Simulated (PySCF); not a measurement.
**Working out the ionisation energy of Sb**

Sb [Kr] 4d10 5s2 5p3 (4S) → Sb⁺ [Kr] 4d10 5s2 5p2 (3P). Calculation: PySCF 2.14, in x2c-SVPall (6s5p3d, 36 functions); scalar relativity by spin-free X2C-1e. Frozen: [Kr] 4d10. Energies in hartree (1 hartree = 27.21139 eV):

| part | Sb (lower) | Sb⁺ (upper) |
| --- | --- | --- |
| UHF | -6477.255965 | -6476.940878 |
| CCSD correlation | -0.057043 | -0.047809 |
| (T) | -0.000587 | -0.000477 |

What does Hartree-Fock give?

(-6476.940878) − (-6477.255965) = 0.315087 hartree = 8.574 eV.

What do CCSD and CCSD(T) give?

The CCSD correlation energies differ by 0.009234 hartree = 0.251 eV and the triples by 0.000110 hartree = 0.003 eV, so CCSD gives 8.825 eV and CCSD(T) 8.828 eV.

Measured between the centres of the two terms (NIST): 9.124 eV, so CCSD(T) (valence) is off by -0.296 eV.

A double-zeta basis recovers only part of the correlation energy.

What remains against the reference includes basis incompleteness, the frozen core and higher excitations.
